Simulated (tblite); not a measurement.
Run record: tight-binding relaxation, `CC[C@@H]1CP1CC(C)C`.

Computed with GFN2-xTB geometry optimisation, gas phase (tblite 0.8.0). Start geometry: from a force field or distance geometry. The command runs a driver script over a list of jobs; the input below is this job's line of settings and its coordinates in Å.

Command:
```bash
OMP_NUM_THREADS=1 python probes_run.py task.json out
```

Input:
```
{"job": {"kind": "relax", "xc": "GFN2-xTB", "basis": "xTB"}, "charge": 0, "multiplicity": 1}
C      4.117400     0.454000     0.023300
C      2.839700     0.486100    -0.831800
C      1.690200    -0.105700    -0.073800
C      1.452600    -1.570900    -0.088100
P      0.212900    -0.634800    -1.046000
C     -1.125000    -0.442800     0.224800
C     -2.494400    -0.122400    -0.393600
C     -3.587500    -0.347100     0.658200
C     -2.574400     1.311500    -0.906000
H      3.967400     1.021400     0.956100
H      4.941900     0.897500    -0.527800
H      4.376400    -0.572100     0.296000
H      3.030700    -0.056400    -1.748000
H      2.620100     1.519400    -1.092400
H      1.468900     0.459500     0.833500
H      1.110300    -2.050200     0.846400
H      2.118200    -2.200700    -0.663200
H     -1.185600    -1.391800     0.781000
H     -0.851200     0.340300     0.955300
H     -2.686500    -0.803800    -1.222900
H     -4.585800    -0.141600     0.233600
H     -3.457700     0.303000     1.524700
H     -3.584300    -1.381700     1.016600
H     -1.868900     1.489300    -1.714100
H     -3.576600     1.528100    -1.303200
H     -2.389900     2.034600    -0.101100
```

Output:
```
step      E/eV     max force
  0    -769.92727    1.267
  1    -769.97782    0.365
  2    -769.98701    0.183
  3    -769.99323    0.148
  4    -769.99789    0.152
  5    -770.00168    0.134
  6    -770.00386    0.106
  7    -770.00514    0.070
  8    -770.00613    0.068
  9    -770.00718    0.063
... (147 lines left out)
157    -770.07138    0.015
158    -770.07143    0.013
159    -770.07148    0.017
160    -770.07153    0.017
161    -770.07157    0.013
162    -770.07160    0.011
163    -770.07163    0.010
164    -770.07166    0.013
165    -770.07169    0.011
166    -770.07171    0.007
```

«max force» is the largest atomic force in eV/Å.

Q: From which step on does the largest force stay under 0.1 eV/Å, and how much energy is left to gain from there?

A: From step 7 (0.070 eV/Å), 66.6 meV above the end.

Summary of the converged run: energy lowered by 3.3 kcal/mol over 166 steps; largest atomic force 0.007 eV/Å at the end.

Q: Give the final coordinates.

A: 0.573 Å rms from the input after alignment:
```
atom  x, y, z in Å
C1     3.7728    0.7818   -0.1113
C2     2.5604    0.4888   -0.9918
C3     1.4381   -0.1205   -0.1849
C4     1.5082   -1.5853    0.1545
P5     0.1644   -1.1628   -1.0373
C6    -1.2548   -0.9952    0.1722
C7    -2.3935   -0.1378   -0.3829
C8    -3.5744   -0.1431    0.5861
C9    -1.9194    1.2880   -0.6442
H10    3.5119    1.4889    0.6737
H11    4.5804    1.2070   -0.7027
H12    4.1312   -0.1323    0.3570
H13    2.8446   -0.2003   -1.7906
H14    2.2168    1.4154   -1.4584
H15    1.0693    0.5343    0.5999
H16    1.2267   -1.9022    1.1504
H17    2.3438   -2.1397   -0.2531
H18   -1.6259   -2.0077    0.3626
H19   -0.8967   -0.5813    1.1186
H20   -2.7175   -0.5732   -1.3355
H21   -4.3951    0.4500    0.1891
H22   -3.2792    0.2787    1.5454
H23   -3.9334   -1.1564    0.7530
H24   -1.0865    1.2831   -1.3461
H25   -2.7226    1.8870   -1.0673
H26   -1.5906    1.7575    0.2812
```

The run took 1.3 s on one thread of an Arm Neoverse V2, no GPU, shared host with 192 logical CPUs at a one-minute load of 74.
Labels such as C1 count atoms from 1, the log's own numbers from 0.
